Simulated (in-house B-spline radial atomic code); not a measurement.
Successive ionisation energies of lead; each step leads to the configuration of the next row (after the last: [Kr] 4d10 4f1). NIST's values go from ground level to ground level; the uncertainty of those that are theory runs from under 0.1 % in few-electron ions to several per cent in heavy many-electron ones. Computed with an all-electron radial atomic-structure program (B-spline basis): non-relativistic Hartree-Fock, average of the configuration, point nuclei.

This level leaves out relativity, spin-orbit splitting included, which matters for heavy ions.

| ion | configuration | ionisation energy (eV) | tabulated value (eV) | computed minus tabulated (eV) | highest orbital | largest mean radius (bohr) |
| --- | --- | --- | --- | --- | --- | --- |
| Pb27+ | [Kr] 4d10 4f9 | 945.0 | 930 | 15.0 | 4f | 0.41292 |
| Pb28+ | [Kr] 4d10 4f8 | 1000.1 | 990 | 10.1 | 4f | 0.4106 |
| Pb29+ | [Kr] 4d10 4f7 | 1056.2 | 1050 | 6.2 | 4f | 0.4084 |
| Pb30+ | [Kr] 4d10 4f6 | 1113.5 | 1120 | -6.5 | 4f | 0.40634 |
| Pb31+ | [Kr] 4d10 4f5 | 1171.8 | 1180 | -8.2 | 4f | 0.40427 |
| Pb32+ | [Kr] 4d10 4f4 | ? | ? | ? | ? | ? |
| Pb33+ | [Kr] 4d10 4f3 | ? | ? | ? | ? | ? |
| Pb34+ | [Kr] 4d10 4f2 | 1353.0 | 1360 | -7.0 | 4f | 0.398 |

Fill in the row of Pb32+.

ionisation energy (eV): 1231.2; tabulated value (eV): 1240; computed minus tabulated (eV): -8.8; highest orbital: 4f; largest mean radius (bohr): 0.40218.

Fill in the row of Pb33+.

ionisation energy (eV): 1291.6; tabulated value (eV): 1300; computed minus tabulated (eV): -8.4; highest orbital: 4f; largest mean radius (bohr): 0.40009.
